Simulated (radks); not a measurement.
Species: K5+. Configuration: [Ne] 3s2 3p2.

All-electron calculation, Dirac Kohn-Sham, PBE, spin-unpolarised, spherical densities, point nucleus; open shells are shared between the two j in proportion to 2j + 1. Program: a radial shooting solver on a logarithmic mesh with Libxc functionals.

Energy parts (Ry):
| part | energy |
|---|---|
| total | -1187.54335 |
| kinetic | 1196.16517 |
| electron-nucleus | -2741.29347 |
| Hartree | 419.39916 |
| exchange-correlation | -61.81421 |

Orbitals (lengths in bohr, moments of r in powers of bohr; r(max) is where P^2 peaks):
orbital	occ.	eigenvalue (Ry)	r(max)	<1/r>
1s1/2	2	-265.4960	0.05301	18.72
2s1/2	2	-32.30296	0.3175	3.821
2p1/2	2	-27.09744	0.2605	3.743
2p3/2	4	-26.88248	0.2625	3.708
3s1/2	2	-7.90566	1.021	1.231
3p1/2	0.666667	-6.56611	1.053	1.145
3p3/2	1.33333	-6.53711	1.057	1.138
3d3/2	0	-4.56509	1.048	0.9521
3d5/2	0	-4.56228	1.049	0.9511
4s1/2	0	-3.20258	2.392	0.5585

The highest occupied level is 3p3/2 at -88.942 eV. The density falls to 0.001 e/bohr^3 at r = 2.56 bohr. For comparison, the ionisation energy in NIST's Atomic Spectra Database is 99.4 eV (semi-empirical). In exact Kohn-Sham theory the highest level is minus the ionisation energy, but local and semilocal functionals leave it too shallow, through self-interaction and a potential that decays too fast; potentials with the right tail come closer.

Beside tabulated values, note that spin-unpolarised runs miss the spin-polarisation part of the exchange energy of open shells.
